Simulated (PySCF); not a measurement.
AlH₃, SMILES [AlH3+] (connectivity only; charge and spin as stated), charge +1, multiplicity 2. Atoms are numbered in the order given.

```xyz
4

Al     0.0000     0.0000     0.0809
H      0.0000     0.8804    -1.3384
H      0.0000    -0.8804    -1.3384
H      0.0000     0.0000     1.6250
```
Charge +1, spin multiplicity 2.

Geometry: ωB97X-D3(BJ)/def2-TZVPD.

All values below come from PBE/pcH-1 (PySCF).

Unrestricted Kohn–Sham, ⟨S²⟩ = 0.756. Hyperfine tensors hold the contact and dipolar terms, without spin-orbit corrections.

Computed hyperfine couplings:
| nucleus | A(iso) (MHz) | A(iso) (G) | dipolar principal values (MHz) |
|---|---|---|---|
| 27Al no. 1 | -98.6 | -35.2 | -44.4, -37.1, 81.5 |
| 1H no. 2 | 732.5 | 261.4 | -7.7, -5.6, 13.2 |
| 1H no. 3 | 732.5 | 261.4 | -7.7, -5.6, 13.2 |
| 1H no. 4 | -50.4 | -18.0 | -4.0, -1.5, 5.5 |

Q: And the g tensor (effective nuclear charges for spin-orbit coupling, GIAO)? (The exact figures need the calculation; the answer reports its results.)

A: principal values 1.9994, 2.0027, 2.0058; isotropic 2.0026.
